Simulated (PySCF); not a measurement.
NMR data simulated for an unnamed compound:

$^{1}$H NMR (300 MHz, computed): δ 6.34 (d, 1H), 4.43 (sept, 1H), 2.83 (d, 1H), 2.09 (s, 3H), 0.39 (d, 6H).

$^{13}$C{$^{1}$H} NMR (computed): δ 166.1 (C), 125.6 (CH), 91.5 (CH), 88.0 (C), 30.4 (CH3), -4.7 (CH3).

[PySCF 2.14.0 with density-fitted response routines: GIAO PBE0/pcSseg-1 shieldings; structure optimised with GFN2-xTB; no relativistic terms; rapidly exchanging positions averaged; one conformer; no solvent model]

δ = σ(ref) − σ, references computed at the same level: $^{1}$H (31.72 ppm), $^{13}$C (186.93 ppm) vs TMS.

Q: Which of these does the molecule contain: a Si–H bond, a vinyl group CH=CH2, a heteroaromatic ring, a non-aromatic C=C double bond, a C≡C triple bond, an ester?

A: 
- A Si–H bond: yes (δH 4.43 (sept)).
- A vinyl group CH=CH2: no.
- A heteroaromatic ring: no.
- A non-aromatic C=C double bond: yes.
- A C≡C triple bond: yes (δC 91.5, 88.0; δH 2.83 (d)).
- An ester: no.

The data belong to `InChI=1S/C7H12Si/c1-5-6-7(2)8(3)4/h1,6,8H,2-4H3/b7-6-`; they needn't prove each group on their own.

Carbon signals by region: 1 in the far downfield region (above 160 ppm), 1 in the sp2 and nitrile region (100–160 ppm), 2 at 50–100 ppm, 2 below 50 ppm. Above 160 ppm: 166.1, fully substituted alkene carbon.

Shifts are as computed. Against solution values, carbons near 30 ppm lie about +3 ppm off and those near 130 ppm about +5 ppm. Of 1309 compounds with measured shifts, 239 miss one by over three times the rms of a fit or turn the order of signals round; such compounds aren't used in these exercises. Multiplicities follow the n + 1 count of equivalent neighbours, as no J values were calculated; m marks all less simple cases, F and P coupling included.
